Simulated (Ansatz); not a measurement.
Molecule: WH2, charge 0, multiplicity 3. The spin state was set by rule; other spins were not relaxed. 
Structure (B3LYP-D3(BJ)/def2-TZVP (Ansatz, a program for electronic structure) minimum search):
```xyz
3

W      0.0218     0.0043     0.0069
H     -0.5571    -1.5954    -0.1521
H     -1.0571     1.2774    -0.3599
```
Charge 0, spin multiplicity 3.

Property: atomisation energy (electronic, to ground-state atoms), in kcal/mol. Cores are frozen in the correlated levels unless marked. Open shells are spin-unrestricted. No spin-orbit coupling. The frozen core is the preceding noble-gas configuration, with the filled d and f shells of earlier blocks. In def2 rows, elements after Kr have scalar-relativistic effective core potentials. 

| level | program | atomisation energy (kcal/mol) |
|---|---|---|
| PBE/def2-TZVPD | Ansatz | 128.4 |
| revPBE-D4/def2-TZVPD | Ansatz + dftd4 | 128.6 |
| r2SCAN-D3(BJ)/def2-TZVPD | Ansatz + dftd3 | 127.7 |
| r2SCAN-D4/def2-TZVPD | Ansatz + dftd4 | 127.8 |
| B3LYP-D4/def2-TZVPD | Ansatz + dftd4 | 129.4 |
| B3LYP/def2-TZVPD | Ansatz | 127.9 |
| BHLYP/def2-TZVPD | Ansatz | 121.3 |
| r2SCAN0/def2-TZVPD | Ansatz | 124.0 |
| CAM-B3LYP-D4/def2-TZVPD | Ansatz + dftd4 | 127.5 |
| CAM-B3LYP/def2-TZVPD | Ansatz | 126.8 |
| LC-wPBE-D3(BJ)/def2-TZVPD | Ansatz + dftd3 | 126.3 |
| B2GP-PLYP/def2-TZVPD | Ansatz | 119.0 |
| PBE-QIDH/def2-TZVPD | Ansatz | 118.1 |
| RI-MP2/def2-QZVPP | Ansatz | 114.2 |

The UHF reference is spin-contaminated (<S^2> 0.98 over the pure value in the largest basis). The Hartree-Fock reference is unstable (checked in the largest basis), which strains HF and MP2.
